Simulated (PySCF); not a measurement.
# Pt (platinum, neutral): UHF calculation

Configuration: [Xe] 4f14 5d9 6s1, high-spin 3D determinant. All numbers are calculated (PySCF 2.14, scalar relativity through the core potential, in cc-pVTZ-PP with ECP60MDF).

```
Total energy                                                  : -118.515642 hartree
One-electron energy                                           : -208.9374 hartree
Hartree (Coulomb) energy                                      : 101.2680 hartree
Exchange energy                                               : -10.8463 hartree
⟨S²⟩                                                          : 2.0038
⟨L²⟩                                                          : 6.060
Sum of ⟨r⟩                                                    : 27.02 bohr
Sum of ⟨r²⟩                                                   : 51.99 bohr²
Traceless quadrupole moment −½Σ⟨3z² − r²⟩ along its main axis : -1.18 e·bohr²
Time after the integrals                                      : 0.82 s of wall time on 1 thread of Neoverse-N1 (shared host)
```

```
shell  electrons  mean orbital energy (eV)  spread (eV)  rms radius, mean of both spins (bohr)
 5s α          1                   -120.14            0                                   1.04
 5s β          1                   -118.58            0                                   1.04
 5p α          3                   -70.411        1.486                                   1.20
 5p β          3                   -68.418        0.998                                   1.20
 5d α          5                   -11.826        1.773                                   1.83
 5d β          4                   -10.559        1.267                                   1.83
 6s α          1                    -7.905            0                                   3.31
```

Energies and moments cover only the electrons outside the core potential. Spin-orbit coupling, absent here, splits the open shell strongly.
